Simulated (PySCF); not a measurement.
## Working out the ionisation energy of O²⁺

O²⁺ [He] 2s2 2p2 (3P) → O³⁺ [He] 2s2 2p1 (2P). Computed with PySCF 2.14 in aug-cc-pwCVDZ (5s4p2d, 27 functions), with the non-relativistic Hamiltonian (point nucleus). Frozen: nothing. Energies in hartree (1 hartree = 27.21139 eV):

```
            part  O²⁺ (lower)  O³⁺ (upper)
             UHF   -73.084954   -71.081391
CCSD correlation    -0.112746    -0.113502
             (T)    -0.000866    -0.000796
```

Task: What does Hartree-Fock give?

Result: (-71.081391) − (-73.084954) = 2.003563 hartree = 54.520 eV.

Task: What do CCSD and CCSD(T) give?

Result: The CCSD correlation energies differ by -0.000756 hartree = -0.021 eV and the triples by 0.000070 hartree = 0.002 eV, so CCSD gives 54.499 eV and CCSD(T) 54.501 eV.

A first-order spin-orbit estimate adds -0.004 eV to CCSD(T) (valence and next inner shell), giving 54.497 eV against 54.936 eV (semi-empirical (NIST evaluation); NIST Atomic Spectra Database, ionization energies).

A double-zeta basis recovers only part of the correlation energy.

What remains against the reference includes basis incompleteness and higher excitations.
